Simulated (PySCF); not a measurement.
Constants of AgC, step by step

State: ⁴Σ⁻, quartet, unpaired electrons σ ↑, π ↑↑. De refers to Ag (4d10 5s1) + C. ROHF-based CCSD(T) in PySCF 2.14 with Ag aug-cc-pVDZ-PP with ECP28, C aug-cc-pVDZ and Ag aug-cc-pVTZ-PP with ECP28, C aug-cc-pVTZ (frozen core orbitals: 5; scalar-relativistic core potentials). Correlation energies are extrapolated as n⁻³ (n = 2, 3), Hartree–Fock as (n+1)·exp(−9√n).

```json
{"Level": "CCSD(T)/DZ", "Re (Å)": "2.0563", "ωe (cm⁻¹)": "473.7", "ωexe (cm⁻¹)": "3.84", "αe (cm⁻¹)": "0.00389", "De (eV)": "1.409"}
{"Level": "CCSD(T)/TZ", "Re (Å)": "2.0349", "ωe (cm⁻¹)": "482.5", "ωexe (cm⁻¹)": "3.51", "αe (cm⁻¹)": "0.00369", "De (eV)": "1.517"}
{"Level": "HF/CBS", "Re (Å)": "2.1590", "ωe (cm⁻¹)": "455.9", "ωexe (cm⁻¹)": "3.03", "αe (cm⁻¹)": "0.00300", "De (eV)": "0.960"}
{"Level": "MP2/CBS", "Re (Å)": "2.0042", "ωe (cm⁻¹)": "510.0", "ωexe (cm⁻¹)": "3.39", "αe (cm⁻¹)": "0.00333", "De (eV)": "1.593"}
{"Level": "CCSD/CBS", "Re (Å)": "2.0476", "ωe (cm⁻¹)": "478.9", "ωexe (cm⁻¹)": "3.38", "αe (cm⁻¹)": "0.00351", "De (eV)": "1.432"}
{"Level": "CCSD(T)/CBS", "Re (Å)": "2.0279", "ωe (cm⁻¹)": "485.7", "ωexe (cm⁻¹)": "3.40", "αe (cm⁻¹)": "0.00365", "De (eV)": "1.557"}
```

Problem. How much is left between CCSD(T)/TZ and the basis-set limit, and how much do the triples give at the limit?

Solution. CCSD(T)/CBS less CCSD(T)/TZ: -7.0 mÅ in Re, +3.2 cm⁻¹ in ωe and +0.040 eV in De. CCSD(T)/CBS less CCSD/CBS: -19.7 mÅ in Re, +6.8 cm⁻¹ in ωe and +0.125 eV in De.

The T1 diagnostic is 0.043, large enough to doubt a single reference. The state was picked by a PBE0 search and need not be the measured ground state. Spin–orbit coupling, excitations beyond (T) and corrections to the Born–Oppenheimer picture are left out.

The whole job (state search and all basis sets along the bond) took about 25 min on 4 threads of Arm Neoverse V1 (shared host), peak memory 15 GiB.
